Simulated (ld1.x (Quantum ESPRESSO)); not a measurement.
# tantalum (Ta), ultrasoft: configuration errors across variants

Ta, ultrasoft, made with ld1.x (Quantum ESPRESSO) 7.5 (PBE, scalar-relativistic). Core [Xe] 4f14, reference 5d3 6s1 6p0 (charge +1). Waves: 6s (bound): rcut 1.90, rcutus 2.60 bohr; 6s channel at 1.2 Ry: rcut 1.90, rcutus 2.60 bohr; 6p (bound, empty): rcut 2.55, rcutus 2.95 bohr; 6p channel at 4.4 Ry: rcut 2.55, rcutus 2.95 bohr; 5d (bound): rcut 2.15, rcutus 2.90 bohr; 5d channel at -0.35 Ry: rcut 2.15, rcutus 2.90 bohr. Local part: all-electron potential smoothed inside 2.60 bohr (lloc = -1). Core correction: none. Augmentation charge: built from norm-conserving waves at rcut, not smoothed further.

All-electron excitation energies from the reference (eV): (1) 5d3 6s2 6p0 -8.467; (2) 5d3 6s0 6p0 14.972; (3) 5d2 6s0 6p0 38.576; (4) 5d4 6s0 6p0 1.434; (5) 5d2 6s2 6p1 -5.482; (6) 5d1 6s0 6p0 73.618; (7) 5d2 6s2 6p0 -0.787.

3 further variants failed, have other tests or another functional or relativity, and are left out.

A true bound ghost makes a file unfit for plane-wave use even where its test errors are small: the radial tests pick states by their node count and pass the ghost by.

Errors AE − PS in meV (a dash: test not solved or not reliable):

| change | (1) | (2) | (3) | (4) | (5) | (6) | (7) | bound ghosts |
| --- | --- | --- | --- | --- | --- | --- | --- | --- |
| base | +53 | +140 | +185 | +98 | +138 | +395 | +144 | p |
| wave 6s channel at 1.2 Ry: rcut 1.90, rcutus 2.60 bohr becomes 6s channel at -0.24 Ry: rcut 1.90, rcutus 2.60 bohr | +55 | +140 | +185 | +98 | +141 | +394 | +147 | p |
| type RRKJ; waves now 6s (bound): rc 2.60 bohr; 6p (bound): rc 2.95 bohr; 5d (bound): rc 2.90 bohr; local potential all-electron potential smoothed inside 2.05 bohr (lloc = -2); rho0 0.02 | +39 | +78 | +174 | +56 | +572 | +683 | +712 | s |
| local potential all-electron potential smoothed inside 2.60 bohr (lloc = -2) | +53 | +140 | +185 | +98 | +138 | +395 | +144 | p |
| core correction a·sin(br)/r model core inside 2.68 bohr | +24 | +70 | -29 | +69 | +66 | -181 | +82 | p |
| waves 6p (bound): rcut 2.55, rcutus 3.36 bohr; 6p channel at 4.4 Ry: rcut 2.55, rcutus 3.36 bohr | +53 | +140 | +185 | +98 | +138 | +394 | +144 | p |
| all radii scaled by about 1.09 (s 2.84, p 3.22, d 3.16 bohr, rcut 2.08/2.78/2.34); local potential all-electron potential smoothed inside 2.84 bohr (lloc = -1) | +25 | +69 | +146 | +11 | +52 | +416 | +55 | p |
| waves 5d (bound): rcut 2.04, rcutus 2.16 bohr; 5d channel at -0.35 Ry: rcut 2.04, rcutus 2.16 bohr | +53 | +140 | +188 | +99 | +139 | +403 | +144 | p |
| waves 6s (bound): rcut 1.90, rcutus 2.94 bohr; 6s channel at 1.2 Ry: rcut 1.90, rcutus 2.94 bohr | +56 | +140 | +185 | +98 | +154 | +395 | +158 | p |

Task: Give the same row for: local potential all-electron potential smoothed inside 1.88 bohr (lloc = -1).

Result: +53, +140, +185, +98, +137, +398, +143; bound ghosts: s, p.
